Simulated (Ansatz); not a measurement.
`C[SiH2][TeH]` + H–F → `F[SiH2][TeH]` + CH₄ at 600 K and 1 bar (ligand exchange at the Si–C bond).

Gas-phase electronic energies from Ansatz, PBE0-D4/def2-TZVP geometries. CBS: MP2 limit from def2 TZ/QZ plus the TZ coupled-cluster correction, frozen cores. This one scheme is used for every species. Elements past krypton have def2 core potentials. For Te outer-core shells are correlated without core-valence functions, which leaves a few kJ/mol of doubt a bond.

```
       species  CCSD(T)/CBS energy (Eh)  H − E (kJ/mol)  S (J/(mol·K))
`C[SiH2][TeH]`               -598.49179           212.5          414.1
           H–F               -100.39570            42.3          194.0
`F[SiH2][TeH]`               -658.47489           113.5          377.4
           CH₄                -40.46206           140.4          215.7
```

H − E and S are ideal-gas, rigid-rotor, harmonic terms from PBE0-D4/def2-TZVP, for one conformer and one mirror image of each species. 1 Eh = 2625.50 kJ/mol, R = 8.31446 J/(mol·K).

Task: By hand: ΔE, ΔH, ΔS and ΔG.

Result: ΔE = (-658.47489) + (-40.46206) − (-598.49179) − (-100.39570) = -0.04946 Eh = -129.9 kJ/mol. Δ(H − E) = 113.5 + 140.4 − 212.5 − 42.3 = -0.9, so ΔH = -130.8 kJ/mol. ΔS = 377.4 + 215.7 − 414.1 − 194.0 = -15.0 J/(mol·K). ΔG = -130.8 − 600 × (-15.0)/1000 = -121.8 kJ/mol.

Task: By hand: the equilibrium constant, and the temperature at which ΔG would vanish if ΔH and ΔS stayed fixed.

Result: log₁₀ K = −ΔG/(RT ln 10) = 10.6. ΔG = 0 at ΔH/ΔS = 8720 K, far beyond where these terms or the molecules hold.

ΔH outweighs TΔS. A doubt of 5 kJ/mol in ΔE shifts log₁₀ K by 0.4 here. Other conformers and mirror images would add mixing entropy, several J/(mol·K) or more a flexible species. These are equilibria of isolated gas molecules and say nothing of rates. Largest T1 diagnostic: 0.011 (customary marks: 0.02 for closed shells, 0.045 for open ones).
